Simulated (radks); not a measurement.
Q: Radial electron density D(r) = 4 pi r^2 rho(r) of an atom or ion with 29 electrons. Method: non-relativistic Kohn-Sham, PBE, spin-polarised, spherical densities, point nucleus; computed with a radial shooting solver on a logarithmic mesh with Libxc functionals.

```
   r/bohr * D(r) (the largest magnitude, 52.7, reaches the edge; | marks zero)
 0.001585 |*
 0.002048 | *
 0.002645 | *
 0.003444 |   *
 0.004449 |     *
 0.005747 |        *
 0.007423 |             *
 0.009589 |                   *
  0.01239 |                          *
  0.01613 |                                  *
  0.02083 |                                         *
  0.02691 |                                             *
  0.03477 |                                            *
  0.04491 |                                         *
  0.05801 |                                     *
  0.07494 |                                       *
  0.09758 |                                               *
    0.126 |                                                      *
   0.1628 |                                                  *
   0.2103 |                                      *
   0.2717 |                              *
   0.3509 |                                  *
    0.457 |                                     *
   0.5903 |                            *
   0.7625 |              *
    0.985 |     *
    1.272 | *
    1.644 |*
     2.14 *
    2.765 *
    3.571 *
```

What is the nuclear charge?

A: Z = 36. The innermost maximum, from 1s, lies near 1/Z = 0.0278 bohr (found: 0.0303), and its height grows with Z. The density is that of the krypton ion Kr7+ in [Ar] 3d10 4s1; the configuration itself is not fixed sharply by these data, and Z only to about a unit. D(r) has 3 maxima, at r = 0.0303, 0.133, 0.436 bohr, and minima at 0.0618, 0.278 bohr, inside which lie 2.08, 11.11 electrons.
